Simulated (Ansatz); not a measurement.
Calculated with Ansatz (gas phase, PBE0-D4/def2-TZVP geometries, no zero-point term in ΔE). CCSD(T)/CBS is the MP2 limit (def2-TZVPP, def2-QZVPP) plus CCSD(T) − MP2 in def2-TZVPP, frozen cores. This one scheme is used for every species. DFT in def2-TZVPP. B3LYP here is the variant with VWN-RPA as its local correlation; programs differ in this. HSE06 is defined as in plane-wave codes. def2 core potentials past Kr. For In outer-core shells are correlated without core-valence functions, which leaves a few kJ/mol of doubt a bond. One conformer a species, not always the lowest.

`FB[O][InH2]` + `C=N` → `C=NBF` + `[OH][InH2]`  (ligand exchange at a B–O bond)

`FB[O][InH2]`:

```xyz
7

F    -1.171    0.663    0.742
B    -0.315    1.338   -0.114
O     0.637    0.629   -0.672
In    0.453   -1.316   -0.001
H    -0.532    2.504   -0.258
H    -0.498   -2.239   -1.069
H     1.426   -1.579    1.371
```

`C=N`:

Cartesian coordinates in Å:
```
C -0.002 -0.330 -0.209
N 0.289 0.346 0.815
H -0.539 0.056 -1.083
H 0.295 -1.379 -0.248
H -0.044 1.307 0.725
```

`C=NBF`:

Cartesian coordinates in Å:
```
C -1.252 -0.379 0.084
N -0.066 -0.031 0.015
B 1.230 0.398 -0.096
F 2.230 -0.343 0.394
H -1.725 -0.980 -0.701
H -1.885 -0.104 0.937
H 1.468 1.439 -0.633
```

`[OH][InH2]`:

Z-matrix (Å, degrees):
```
In
O 1 1.991
H 1 1.715 2 114.8
H 1 1.705 2 111.5 3 -180.0
H 2 0.959 1 113.4 3 0.0
```

| level | ΔE (kJ/mol) | difference from CCSD(T)/CBS |
| --- | --- | --- |
| LDA (SPW92) | 60.9 | -28.3 |
| PBE-D4 | 66.6 | -22.6 |
| revPBE-D4 | 67.5 | -21.7 |
| BLYP-D4 | 68.0 | -21.2 |
| B97M-V | 81.3 | -7.9 |
| PBE0-D4 | 74.6 | -14.6 |
| B3LYP-D4 | 74.4 | -14.8 |
| r2SCANh-D4 | 79.9 | -9.3 |
| r2SCAN0-D4 | 82.1 | -7.1 |
| HSE06-D4 | 74.3 | -14.9 |
| BHLYP-D4 | 84.6 | -4.6 |
| ωB97X-V | 85.6 | -3.6 |
| ωB97M-V | 85.6 | -3.6 |
| B2PLYP | 80.6 | -8.6 |
| PBE | 65.5 | -23.7 |
| revPBE | 65.4 | -23.8 |
| BLYP | 65.7 | -23.5 |
| r2SCAN | 78.0 | -11.2 |
| PBE0 | 73.6 | -15.6 |
| B3LYP | 72.4 | -16.8 |
| r2SCANh | 79.7 | -9.5 |
| r2SCAN0 | 81.8 | -7.4 |
| HSE06 | 73.3 | -15.9 |
| BHLYP | 82.1 | -7.1 |
| CAM-B3LYP | 77.5 | -11.7 |
| LC-ωPBE | 79.3 | -9.9 |
| RPA@PBE/def2-TZVPP | 96.8 | 7.6 |
| HF/def2-SVP | 103.3 | 14.1 |
| MP2/def2-SVP | 103.5 | 14.3 |
| CCSD/def2-SVP | 104.9 | 15.7 |
| CCSD(T)/def2-SVP | 104.6 | 15.4 |
| HF/def2-TZVPP | 95.0 | 5.8 |
| MP2/def2-TZVPP | 89.1 | -0.1 |
| SCS-MP2/def2-TZVPP | 91.1 | 1.9 |
| CCSD/def2-TZVPP | 92.6 | 3.4 |
| HF/def2-QZVPP | 95.3 | 6.1 |
| MP2/def2-QZVPP | 87.4 | -1.8 |
| SCS-MP2/def2-QZVPP | 89.5 | 0.3 |
| MP2/CBS(def2) | 86.0 | -3.2 |
| CCSD/CBS(def2) | 89.4 | 0.2 |
| CCSD(T)/CBS | 89.2 | 0 |

Q: What do rigid-rotor, harmonic-oscillator terms from PBE0-D4/def2-TZVP frequencies (298.15 K, 1 bar) make of the CCSD(T)/CBS value? (Estimate.)

A: The calculation gave: ΔZPE = -2.5 kJ/mol, ΔH = +86.6 kJ/mol, ΔS = 8 J/(mol·K), ΔG = +84.2 kJ/mol.

Largest T1 diagnostic among the species: 0.017.

From r2SCAN to r2SCAN0 (25 % exact exchange), in def2-TZVPP and without D4, ΔE moves by +3.8 kJ/mol. Leaving LDA and LC-ωPBE aside and taking each functional with its dispersion term where it has one, the values spread over 19.1 kJ/mol, from PBE-D4 to ωB97X-V. LDA lies −4.6 kJ/mol from PBE without D4. At CCSD(T), def2-SVP lies +15.4 kJ/mol from the extrapolated value and def2-TZVPP +3.1 kJ/mol.
